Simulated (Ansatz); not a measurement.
`C=[N][AlH][SiH2]Br` → `C=[N][AlH2]` + `[SiH]Br` at 600 K and 1 bar (silylene formation by 1,1-elimination).

Program: Ansatz. Geometries: PBE0-D4/def2-TZVP. ΔE: electronic, gas phase. CCSD(T)/CBS is the MP2 limit (def2-TZVPP, def2-QZVPP) plus CCSD(T) − MP2 in def2-TZVPP, frozen cores. For Br outer-core shells are correlated without core-valence functions, which leaves a few kJ/mol of doubt a bond. Scalar relativity is left out up to krypton. One conformer a species, not always the lowest.

```
             species  CCSD(T)/CBS energy (Eh)  H − E (kJ/mol)  S (J/(mol·K))
`C=[N][AlH][SiH2]Br`              -3200.20880           214.4          500.2
       `C=[N][AlH2]`               -337.15304           155.6          339.9
           `[SiH]Br`              -2862.97869            44.0          294.9
```

H − E and S are ideal-gas, rigid-rotor, harmonic terms from PBE0-D4/def2-TZVP, for one conformer and one mirror image of each species. 1 Eh = 2625.50 kJ/mol, R = 8.31446 J/(mol·K).

Q: By hand: ΔE, ΔH, ΔS and ΔG.

A: ΔE = (-337.15304) + (-2862.97869) − (-3200.20880) = 0.07707 Eh = 202.3 kJ/mol. Δ(H − E) = 155.6 + 44.0 − 214.4 = -14.8, so ΔH = 187.5 kJ/mol. ΔS = 339.9 + 294.9 − 500.2 = 134.6 J/(mol·K). ΔG = 187.5 − 600 × (134.6)/1000 = 106.7 kJ/mol.

Q: By hand: the equilibrium constant, and the temperature at which ΔG would vanish if ΔH and ΔS stayed fixed.

A: log₁₀ K = −ΔG/(RT ln 10) = -9.3. ΔG = 0 at ΔH/ΔS = 1393 K.

The number of gas molecules changes by +1, which sets the sign of ΔS. A doubt of 5 kJ/mol in ΔE shifts log₁₀ K by 0.4 here. Other conformers and mirror images would add mixing entropy, several J/(mol·K) or more a flexible species. Modes under 60 cm⁻¹, often nearly free rotors, make the harmonic entropy too high. These are equilibria of isolated gas molecules and say nothing of rates. Largest T1 diagnostic: 0.015 (customary marks: 0.02 for closed shells, 0.045 for open ones).
